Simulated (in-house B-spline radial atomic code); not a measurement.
RPA and G0W0 on B3LYP (VWN-RPA): the indium ion In⁸⁺

Configuration [Kr] 4d5, highest spin, mean-field start B3LYP (VWN-RPA). Computed with an all-electron radial atomic-structure program (B-spline basis): all electrons, non-relativistic, point nucleus, each spin shell either full or empty, empty states to l = 9 with an (l + 1/2)⁻⁴ tail; G0W0 by contour deformation at full frequency.

Without relativity these are model numbers: it shifts the levels of so heavy an element strongly and can reorder them.

Command:
```bash
python run_gw.py task.json out
```
Settings (radii: box in bohr, nucleus in fm):
```
Z                        49
electrons                41
configuration            [Kr] 4d5
hamiltonian              nr
method                   b3lyp
lmax                     9
spin_polarised           True
box_radius               7.7
intervals                50
```

Run time, properties included: 4.5 s on 1 thread of Arm Neoverse N1 (shared host).

Energies (hartree):

```csv
term,value
mean-field total,-5723.58678
Hartree-Fock functional on these orbitals,-5721.55211
direct second order,-3.4363
second-order exchange,0.98117
SOSEX correction,0.92677
```

Task: What is the RPA correlation energy, and what remains with SOSEX?

Result: RPA gives -3.1019 hartree (-2.06 eV per electron); RPA + SOSEX gives -2.1751, and the second-order doubles -2.4551 hartree (no singles). RPA lacks exchange-type terms and so overcorrelates at short range.

Quasi-particle levels (eV):

```csv
level,occupied,mean field,Σx - vxc,Σc,QP weight,G0W0
4d up,yes,-150.38,-9.06,?,?,?
4p down,yes,-206.21,-8.58,-0.63,0.963,-215.43
4d down,no,-140.00,11.49,-3.94,0.971,-132.45
```

G0W0 = mean field + (Σx - vxc) + Σc, with Σc (partial-wave tail included) taken at the quasi-particle energy. Only the outer levels were computed. Levels of low weight are left out.

Task: Where does G0W0 put 4d up?

Result: At -159.53 eV, with Σc = -0.09 eV and a quasi-particle weight of 0.970. The tabulated removal energy is 156 ± 2.2 eV (NIST, tabulated theory); the calculation leaves out relativity, Breit and QED terms, and what these don't explain is the method's own error.
